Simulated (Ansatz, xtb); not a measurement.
C3H10OSSi: which of two isomers lies lower

Structure a is `CO[Si](C)(C)S`, a singlet and structure b is `CO[Si@@H](C)CS`, a singlet. Both are isolated molecules in the gas phase, relaxed with B3LYP/def2-SVP, each in the lowest conformer that the search found.

Quicker runs give these differences E(b) − E(a): GFN2-xTB +71.7 kJ/mol; HF/STO-3G +99.1 kJ/mol (at GFN2-xTB geometries); r2SCAN-D4/def2-SVP +138.1 kJ/mol (at GFN2-xTB geometries).

Q: Estimate E(b) − E(a) at the level CCSD(T)/def2-SVP + ΔMP2/def2-TZVPP.

A: Calculated at CCSD(T)/def2-SVP + ΔMP2/def2-TZVPP: E(b) − E(a) = +131.1 kJ/mol, so structure a lies lower.

The same difference at several levels:

```
                             level        geometry  E(b) − E(a) (kJ/mol)  departure from the last row (kJ/mol)  job, with rough time for the two
                          GFN2-xTB        GFN2-xTB                   +71.7                                 −59.3              optimisation, 0.24 s
                         HF/STO-3G        GFN2-xTB                   +99.1                                 −32.0               single point, 0.4 s
                r2SCAN-D4/def2-SVP        GFN2-xTB                  +138.1                                  +7.0               single point, 3.2 s
                    B3LYP/def2-SVP  B3LYP/def2-SVP                  +125.6                                  −5.5                optimisation, 56 s
                       HF/def2-SVP  B3LYP/def2-SVP                  +130.3                                  −0.8           part of the CCSD(T) run
                      MP2/def2-SVP  B3LYP/def2-SVP                  +131.7                                  +0.6           part of the CCSD(T) run
                  CCSD(T)/def2-SVP  B3LYP/def2-SVP                  +126.1                                  −5.0                      single point
CCSD(T)/def2-SVP + ΔMP2/def2-TZVPP  B3LYP/def2-SVP                  +131.1                                                      single point, 43 s
```

As drawn, b has 1 C–S, 1 Si–H in place of 1 S–Si, 1 C–H.

None of the levels shown reverses the order. The largest departure from CCSD(T)/def2-SVP + ΔMP2/def2-TZVPP is that of GFN2-xTB, 59.3 kJ/mol. The last row adds to CCSD(T) the change of the MP2 difference between the two basis sets, here +5.0 kJ/mol.

With thermal terms from frequencies at re-optimised GFN2-xTB minima (ideal gas, soft modes damped towards free rotors, one conformer each, 298.15 K, 1 atm): on the last row, ΔE + ΔZPE = +126.7, ΔH = +124.7, ΔG = +129.1 kJ/mol.

The correlated steps freeze 14 core orbitals. Mirror images aren't counted in ΔG. Run with Ansatz 0.2.0, xtb 6.7.1; the last row on 2 threads of Intel(R) Xeon(R) 6975P-C (Granite Rapids) on a shared host.
